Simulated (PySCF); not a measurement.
CHO (SMILES [CH]=O), doublet, at a GFN2-xTB geometry; PySCF with R2SCAN/cc-pVDZ.

Input for PySCF:
```python
from pyscf import gto, scf, dft

mol = gto.Mole()
mol.atom = '''
    C     0.050778    0.585589    0.011343
    O     0.065822   -0.594113   -0.013409
    H    -0.831242    1.239366    0.039217
'''
mol.basis = 'cc-pvdz'
mol.charge = 0
mol.spin = 1
mol.verbose = 4
mol.build()

mf = dft.UKS(mol)
mf.xc = 'r2scan'
mf.kernel()
```

What the program printed (banner, timings and long lists left out):

```
PySCF version 2.14.0

[INPUT] verbose = 4
[INPUT] num. atoms = 3
[INPUT] num. electrons = 15
[INPUT] charge = 0
[INPUT] spin (= nelec alpha-beta = 2S) = 1
[INPUT] symmetry False subgroup None
[INPUT] Mole.unit = angstrom
[INPUT] Symbol           X                Y                Z      unit          X                Y                Z       unit  Magmom
[INPUT]  1 C      0.050778000000   0.585589000000   0.011343000000 AA    0.095956513153   1.106602831558   0.021435163431 Bohr   0.0
[INPUT]  2 O      0.065822000000  -0.594113000000  -0.013409000000 AA    0.124385552971  -1.122710857044  -0.025339337604 Bohr   0.0
[INPUT]  3 H     -0.831242000000   1.239366000000   0.039217000000 AA   -1.570819723236   2.342062308098   0.074109389427 Bohr   0.0

nuclear repulsion = 26.4891422692548
number of shells = 13
number of NR pGTOs = 59
number of NR cGTOs = 33
basis = cc-pvdz
ecp = {}

******** <class 'pyscf.dft.uks.UKS'> ********
method = UKS
initial guess = minao
damping factor = 0
level_shift factor = 0
DIIS = <class 'pyscf.scf.diis.CDIIS'>
diis_start_cycle = 1
diis_space = 8
diis_damp = 0
SCF conv_tol = 1e-09
SCF conv_tol_grad = None
SCF max_cycles = 50
direct_scf = True
direct_scf_tol = 1e-13
number electrons alpha = 8  beta = 7
XC library pyscf.dft.libxc version 7.1.2
    S. Lehtola, C. Steigemann, M. J. T. Oliveira, and M. A. L. Marques,  SoftwareX 7, 1–5 (2018)
XC functionals = r2scan
    J. W. Furness, A. D. Kaplan, J. Ning, J. P. Perdew, and J. Sun,  J. Phys. Chem. Lett. 11, 8208–8215 (2020)
    J. W. Furness, A. D. Kaplan, J. Ning, J. P. Perdew, and J. Sun,  J. Phys. Chem. Lett. 11, 9248–9248 (2020)
    J. W. Furness, A. D. Kaplan, J. Ning, J. P. Perdew, and J. Sun,  J. Phys. Chem. Lett. 11, 8208–8215 (2020)
    J. W. Furness, A. D. Kaplan, J. Ning, J. P. Perdew, and J. Sun,  J. Phys. Chem. Lett. 11, 9248–9248 (2020)
radial grids:
    Treutler-Ahlrichs [JCP 102, 346 (1995); DOI:10.1063/1.469408] (M4) radial grids

becke partition: Becke, JCP 88, 2547 (1988); DOI:10.1063/1.454033
pruning grids: <function nwchem_prune>
grids dens level: 3
symmetrized grids: False
atomic radii adjust function: <function treutler_atomic_radii_adjust>
small_rho_cutoff = 0
Set gradient conv threshold to 3.16228e-05
tot grids = 38008
init E= -113.962683644087

cycle= 1 E= -113.718231315739  delta_E= 0.244  |g|= 0.452  |ddm|= 1.33
cycle= 2 E= -113.032675544082  delta_E= 0.686  |g|= 1.32  |ddm|= 1.17
cycle= 3 E= -113.797380665029  delta_E= -0.765  |g|= 0.0618  |ddm|= 0.953
cycle= 4 E= -113.799228633293  delta_E= -0.00185  |g|= 0.025  |ddm|= 0.0848
cycle= 5 E= -113.799559961854  delta_E= -0.000331  |g|= 0.00466  |ddm|= 0.03
cycle= 6 E= -113.799571609394  delta_E= -1.16e-05  |g|= 0.000548  |ddm|= 0.00508
cycle= 7 E= -113.799571883872  delta_E= -2.74e-07  |g|= 0.000161  |ddm|= 0.000968
cycle= 8 E= -113.799571910721  delta_E= -2.68e-08  |g|= 5.08e-05  |ddm|= 0.000242
cycle= 9 E= -113.799571916965  delta_E= -6.24e-09  |g|= 1.83e-05  |ddm|= 0.000133
cycle= 10 E= -113.799571917994  delta_E= -1.03e-09  |g|= 5.22e-06  |ddm|= 6.82e-05
cycle= 11 E= -113.799571918039  delta_E= -4.48e-11  |g|= 8.11e-07  |ddm|= 1.52e-05
Extra cycle  E= -113.799571918039  delta_E= -2.84e-13  |g|= 3.94e-07  |ddm|= 1.79e-06
converged SCF energy = -113.799571918039  <S^2> = 0.75329575  2S+1 = 2.003293
```
